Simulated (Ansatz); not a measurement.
`C[Si](O)(F)Cl` + `[F][Ge][O][SiH3]` → `O[Si](F)(Cl)O[SiH3]` + `[CH3][Ge][F]`  (redistribution)

Isolated molecules relaxed with PBE0-D4/def2-TZVP in Ansatz; ΔE leaves out vibrations. CBS: MP2 limit from def2 TZ/QZ plus the TZ coupled-cluster correction, frozen cores. DFT in def2-TZVPP. For Ge outer-core shells are correlated without core-valence functions, which leaves a few kJ/mol of doubt a bond. Scalar relativity is left out up to krypton. One conformer a species, not always the lowest.

```
              species  B2PLYP energy (Eh)
      `C[Si](O)(F)Cl`          -965.20972
   `[F][Ge][O][SiH3]`         -2542.97909
`O[Si](F)(Cl)O[SiH3]`         -1291.79611
       `[CH3][Ge][F]`         -2216.38348
```

**Question.** Work out ΔE.

**Answer.** ΔE = (-1291.79611) + (-2216.38348) − (-965.20972) − (-2542.97909) = 0.00922 Eh = +24.2 kJ/mol. CCSD(T)/CBS gives +17.7 kJ/mol.

Largest T1 diagnostic among the species: 0.015.

From PBE to PBE0 (25 % exact exchange), in def2-TZVPP and without D4, ΔE moves by −8.9 kJ/mol. In def2-TZVPP, CCSD(T) changes the Hartree–Fock value by +12.8 kJ/mol (the triples alone add +3.8 kJ/mol) and MP2 by +16.8 kJ/mol.
